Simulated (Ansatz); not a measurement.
Input and output for `CN(C)[Si]O`.

```yaml
crystal:
  periodic: [false, false, false]
  atoms:
    - {symbol: C, position_ang: [-0.987678, -0.292282, 0.440809]}
    - {symbol: N, position_ang: [0.294058, 0.058420, -0.113598]}
    - {symbol: C, position_ang: [1.350701, -0.823089, 0.333104]}
    - {symbol: Si, position_ang: [0.732387, 1.332821, -1.192962]}
    - {symbol: O, position_ang: [-0.683156, 2.138660, -1.486761]}
    - {symbol: H, position_ang: [-1.778002, 0.371350, 0.084394]}
    - {symbol: H, position_ang: [-0.977772, -0.233496, 1.536484]}
    - {symbol: H, position_ang: [-1.271979, -1.315954, 0.166495]}
    - {symbol: H, position_ang: [1.461288, -0.793845, 1.424260]}
    - {symbol: H, position_ang: [2.301951, -0.519517, -0.112791]}
    - {symbol: H, position_ang: [1.153954, -1.862419, 0.041934]}
    - {symbol: H, position_ang: [-1.518654, 1.884251, -1.087269]}
basis:
  gaussian: {orbitals: def2-mTZVPP}
hamiltonian: {xc: {name: r2SCANh}}
accuracy: high
output: {forces: true}
```

```sh
$ ansatz run in.yaml --threads 4 --pin off --events-out ev --progress --plain --max-ram 10444MiB
```

It prints (some lines left out):

```
Functional definition: r2SCANh
3176 factors; integrals over basis functions are off by at most 1.3e-8 eV
mean field evaluation 1: about -13588.6425 eV, gradient 8.1e1 eV
mean field evaluation 2: about -13557.6293 eV, gradient 1.4e2 eV
mean field evaluation 4: about -13601.2274 eV, gradient 1.1e1 eV
mean field evaluation 8: about -13601.5494 eV, gradient 9.7e-1 eV
mean field evaluation 16: about -13601.5518 eV, gradient 1.5e-4 eV
mean field -13601.55179420 eV, -499.8478089738 hartree, gradient 6.9e-8 eV, S^2 0.000000; 0 other end points of the search recorded, 0 dependent functions left out
reference -13601.55179492 eV, -499.8478090004 hartree; 24, 24 occupied and 124, 124 virtual orbitals, 3176 factors
Total energy: -13601.55179492 eV, -499.8478090004 hartree
Atom 0 at    -0.987678    -0.292282     0.440809 Å, force    -0.211416    -0.068752     0.099134 eV/Å
Atom 1 at     0.294058     0.058420    -0.113598 Å, force     0.029763     0.088984    -0.075933 eV/Å
Atom 2 at     1.350701    -0.823089     0.333104 Å, force     0.171667    -0.174876     0.096653 eV/Å
Atom 3 at     0.732387     1.332821    -1.192962 Å, force     0.161452     0.016521    -0.049609 eV/Å
Atom 4 at    -0.683156     2.138660    -1.486761 Å, force    -0.122375     0.090183    -0.041165 eV/Å
Atom 5 at    -1.778002     0.371350     0.084394 Å, force     0.036863    -0.008767     0.000349 eV/Å
Atom 6 at    -0.977772    -0.233496     1.536484 Å, force     0.012371     0.000828    -0.030847 eV/Å
Atom 7 at    -1.271979    -1.315954     0.166495 Å, force     0.019253     0.027910     0.001849 eV/Å
Atom 8 at     1.461288    -0.793845     1.424260 Å, force    -0.011816     0.007975    -0.031597 eV/Å
Atom 9 at     2.301951    -0.519517    -0.112791 Å, force    -0.040950    -0.010036     0.016925 eV/Å
Atom 10 at     1.153954    -1.862419     0.041934 Å, force    -0.004218     0.034649     0.002458 eV/Å
Atom 11 at    -1.518654     1.884251    -1.087269 Å, force    -0.040596    -0.004619     0.011782 eV/Å
Dipole moment:    -0.323177    -0.457060     0.429013 e Å
```

It took 5.5 s on 4 threads of an Intel Xeon 6975P-C on a shared host, with 0.81 GiB of host memory at the peak.
